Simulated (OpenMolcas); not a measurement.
## Pr4+: moving the ligands

Pr4+ with 6 ligands (chloride) in trigonal antiprismatic coordination (D3d) at 2.61 Å, a polar angle of 53.6° against the regular 54.74°. A charge of +0.333 e stands 2.8 Å behind each ligand. Ligand basis ANO-RCC-VDZP.
```
Pr    0.0000    0.0000    0.0000
Cl    0.0000    2.1019    1.5473
Cl   -1.8203   -1.0509    1.5473
Cl    1.8203   -1.0509    1.5473
Cl    0.0000   -2.1019   -1.5473
Cl    1.8203    1.0509   -1.5473
Cl   -1.8203    1.0509   -1.5473
```

| Quantity | Value |
| --- | --- |
| Program | OpenMolcas 26.06 |
| Method | CASSCF |
| Basis | ANO-RCC-VDZP [7s6p4d2f1g] |
| Scalar Hamiltonian | DKH2, point nucleus |
| Active space | 1 electron in 7 orbitals (4f) |
| State averaging | 2S+1 = 2 odd, 7 roots |
| Spin-orbit coupling | RASSI with atomic mean-field integrals over the reference wave functions |

Runs around this geometry, states (labels of D3, the rotations of D3d). Energies in cm-1 above the lowest state or level, χT in cm3 K/mol.

```json
{"R (Å)": "2.5", "Ground state": "2A2", "First state of that spin": "2A1 757.7", "First gap with spin-orbit (degeneracies)": "1185 (2, 2)", "Width of lowest J": "1227", "χT at 300 K": "0.347"}
{"R (Å)": "2.61", "Ground state": "2A2", "First state of that spin": "2A1 625.3", "First gap with spin-orbit (degeneracies)": "981.2 (2, 2)", "Width of lowest J": "1023", "χT at 300 K": "0.399"}
{"R (Å)": "2.7", "Ground state": "2A2", "First state of that spin": "2A1 550.1", "First gap with spin-orbit (degeneracies)": "855.2 (2, 2)", "Width of lowest J": "896", "χT at 300 K": "0.440"}
```

Taking the width of the lowest J multiplet as R^-n, n = -ln(896 / 1227) / ln(2.7 / 2.5) = 4.1 between the shortest and longest distance.

No measured value stands beside these numbers; the geometry was imposed, not optimised, and the real ion may take another.
